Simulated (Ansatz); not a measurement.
Geometry optimisation, Ansatz 0.2.0, RKS BLYP/def2-SVP.

The input (input.yaml):

```yaml
crystal:
  periodic: [false, false, false]
  atoms:
    - { symbol: Si, position_ang: [-0.5648, -0.4028, 0.7594] }
    - { symbol: Si, position_ang: [1.5688, 0.5577, -0.3633] }
    - { symbol: H, position_ang: [-0.1765, 0.2602, -0.9569] }
    - { symbol: O, position_ang: [-1.6448, 0.764, 1.0845] }
    - { symbol: O, position_ang: [-1.5471, -1.5514, 0.0727] }
    - { symbol: H, position_ang: [1.6179, 1.5179, 0.7206] }
    - { symbol: H, position_ang: [2.2193, 1.211, -1.5298] }
    - { symbol: H, position_ang: [2.2056, -0.7407, -0.2164] }
    - { symbol: H, position_ang: [-2.4956, 0.7642, 0.6425] }
    - { symbol: H, position_ang: [-1.1828, -2.3801, -0.2133] }
basis:
  gaussian: { orbitals: def2-SVP }
hamiltonian:
  xc: blyp
relax:
  f_tol: 0.15
  max_steps: 25
  restrain:
    - { distance: [2, 1], at: 2.72, k: 30.0 }
    - { distance: [0, 1], at: 2.22, k: 30.0 }
    - { distance: [0, 2], at: 1.42, k: 30.0 }
output:
  orbitals: {}
```

Launched with:

```bash
$ ansatz run input.yaml --threads 2 --pin off --max-ram 3072MiB --backend cpu --events-out ev --progress --plain --runs-dir out
```

Q: Where does it end, and by what steps?

A: The run converged. The restraints hold the end off the free minimum. After 14 steps the energy has fallen by 2.121 eV (the restraints' own energy left out); H6 moved furthest, 1.09 Å. Joined: Si1–H3.

```
step  energy less start (eV)  largest force component (eV/Å)  accepted
   0                  0.0000                           2.264       yes
   1                  0.7082                           2.043       yes
   2                  0.8642                           2.483       yes
   3                  0.1082                           4.085       yes
   4                 -0.9435                           3.736       yes
   5                 -1.7257                           2.503       yes
   6                 -1.9667                           1.379       yes
   7                 -1.9996                           1.624       yes
   8                 -2.0353                           1.571       yes
   9                 -2.0737                           1.596       yes
  10                 -2.1047                           1.654       yes
  11                 -2.1171                           1.395       yes
  12                 -2.1159                           1.384       yes
  13                 -2.1200                           1.457       yes
  14                 -2.1213                           1.349       yes
```

```xyz
10
Properties=species:S:1:pos:R:3
Si -0.633 -0.128 -0.050
Si 1.526 0.493 -0.031
H -0.669 -0.264 -1.492
O -1.605 1.091 0.570
O -1.071 -1.583 0.685
H 2.234 0.792 1.261
H 1.631 1.699 -0.925
H 2.260 -0.630 -0.718
H -2.559 0.888 0.604
H -1.115 -2.358 0.096
```

The run took 27 s on 2 threads of Arm Neoverse V1 (shared host), peak memory 0.13 GiB.
